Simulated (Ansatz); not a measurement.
A nudged elastic band was laid between two geometries of ClH3Si + FH + H2O (10 atoms, charge 0, multiplicity 1).

Computed with Ansatz, UKS BLYP/def2-SVP.

| Item | Value |
| --- | --- |
| movable images | 7 |
| climbing image | yes |
| spring | 5.0 eV/Å² |
| optimiser | quadratic models (default) |
| start path | through a guess of the saddle point |
| force threshold | 0.05 eV/Å |
| iteration limit | 60 |
| end points | relaxed |

Image 0:

```xyz
10
Properties=species:S:1:pos:R:3
Si -0.731 0.987 0.424
H 0.440 0.340 1.123
H -0.288 2.038 -0.530
H -1.672 -0.027 -0.133
Cl -1.776 1.963 1.979
H 1.070 -1.058 -0.972
O 0.693 -0.312 -1.494
H 0.920 -1.205 1.075
F 1.271 -1.973 0.638
H 0.073 -0.754 -2.109
```

Image 8:

```xyz
10
Properties=species:S:1:pos:R:3
Si -0.931 1.152 -0.573
H 0.883 -2.220 1.973
H 0.117 2.149 -0.905
H -2.209 1.365 -1.317
Cl -1.377 1.199 1.461
H 1.318 -0.375 -0.417
O -0.261 -0.344 -1.024
H 1.198 -1.658 1.554
F 2.068 -0.127 0.121
H -0.805 -1.141 -0.872
```

Question: Which bonds break or form, and what moves?

Answer: Bonds broken: Si1–H2, H6–O7, H8–F9. Bonds formed: Si1–O7, H2–H8, H6–F9. ClH3Si + FH + H2O becomes ClH3OSi + FH + H2.

Question: What energy profile does the band end with?

Answer: The run converged. The highest image is number 3 of 0 to 8, 89.9 kJ/mol above the first end and 162.3 kJ/mol above the last; the last end lies 72.4 kJ/mol below the first. The profile has 2 maxima (images 3, 6) with wells between them (image 5): this band takes more than one step, which may be the mechanism or a detour left from its start path. Neighbouring images differ by up to 1.6 eV, so the band resolves the path poorly. A vibrational analysis at the climbing image gives one clearly imaginary mode, 999i cm⁻¹: a first-order saddle point. The orbitals stay closed-shell, which can raise the energy where a bond breaks towards radicals; this wasn't checked here.

| image | path coordinate (Å) | energy (kJ/mol) | Si1–H2 (Å) | H6–O7 (Å) | H8–F9 (Å) |
| --- | --- | --- | --- | --- | --- |
| 0 | 0.00 | 0.0 | 1.51 | 0.99 | 0.95 |
| 1 | 0.88 | 8.4 | 1.51 | 0.99 | 0.95 |
| 2 | 1.76 | 43.2 | 1.53 | 0.99 | 0.97 |
| 3 | 2.65 | 89.9 | 1.72 | 1.13 | 1.19 |
| 4 | 4.55 | -65.9 | 3.30 | 1.69 | 2.17 |
| 5 | 6.46 | -66.3 | 4.10 | 1.72 | 2.23 |
| 6 | 8.37 | -60.7 | 4.00 | 1.76 | 2.27 |
| 7 | 10.28 | -68.7 | 4.26 | 1.72 | 2.26 |
| 8 | 12.19 | -72.4 | 4.60 | 1.69 | 2.27 |

Question: What is the geometry of the highest image?

Answer: 
```xyz
10
Properties=species:S:1:pos:R:3
Si -0.710 0.679 0.093
H 0.112 -0.276 1.270
H -1.019 1.596 -1.070
H -1.896 -0.231 0.176
Cl -0.594 2.192 1.582
H 1.057 -1.011 -0.539
O 0.681 -0.027 -0.938
H 0.572 -1.120 0.991
F 1.167 -1.913 0.341
H 0.630 0.113 -1.905
```

The band took 41 iterations and roughly 23 core-minutes.

Time of the run: 12 min on 2 threads of Arm Neoverse V1 (shared host), peak memory 0.17 GiB.
